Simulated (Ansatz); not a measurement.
`[Cl][Ge]([Cl])([Cl])[Br]` + `[OH][In]([SH])[SH]` → `[SH][Ge]([Cl])([Cl])[Cl]` + `[OH][In]([SH])[Br]`  (redistribution)

Gas-phase electronic energies from Ansatz, PBE0-D4/def2-TZVP geometries. CBS: MP2 limit from def2 TZ/QZ plus the TZ coupled-cluster correction, frozen cores. def2 core potentials past Kr. For Br, Ge, In outer-core shells are correlated without core-valence functions, which leaves a few kJ/mol of doubt a bond. Scalar relativity is left out up to krypton. One conformer a species, not always the lowest.

`[Cl][Ge]([Cl])([Cl])[Br]`:

Z-matrix (Å, degrees):
```
Ge
Cl 1 2.119
Cl 1 2.119 2 109.1
Br 1 2.270 2 109.9 3 120.5
Cl 1 2.119 2 109.1 3 -119.0
```

`[OH][In]([SH])[SH]`:

Z-matrix (Å, degrees):
```
In
S 1 2.365
S 1 2.374 2 125.3
O 1 1.977 2 114.8 3 180.0
H 2 1.345 1 91.8 3 -180.0
H 3 1.344 1 93.1 2 -0.0
H 4 0.960 1 113.5 2 180.0
```

`[SH][Ge]([Cl])([Cl])[Cl]`:

```xyz
6

S     0.602   -1.732    0.106
Ge   -0.240    0.286    0.196
Cl   -1.450    0.383    1.937
Cl    1.265    1.789    0.309
Cl   -1.432    0.742   -1.509
H     1.254   -1.467   -1.040
```

`[OH][In]([SH])[Br]`:

```xyz
6

O     0.955   -0.064    1.362
In    0.020    0.277   -0.339
S    -1.794   -1.085   -0.968
Br    0.828    2.141   -1.719
H     1.676    0.554    1.511
H    -1.685   -1.823    0.152
```

```json
{"level": "CCSD/def2-TZVPP", "ΔE (kcal/mol)": "-5.2"}
{"level": "MP2/CBS(def2)", "ΔE (kcal/mol)": "-5.2"}
```

(1) What does CCSD(T)/CBS give? (Estimate.)

Largest T1 diagnostic among the species: 0.015.

Answers

(1) The calculation gave: -5.5 kcal/mol. The listed levels differ from it by 0.3, 0.3 kcal/mol.

In def2-TZVPP, CCSD(T) changes the Hartree–Fock value by +2.0 kcal/mol (the triples alone add +0.2 kcal/mol) and MP2 by +2.3 kcal/mol.
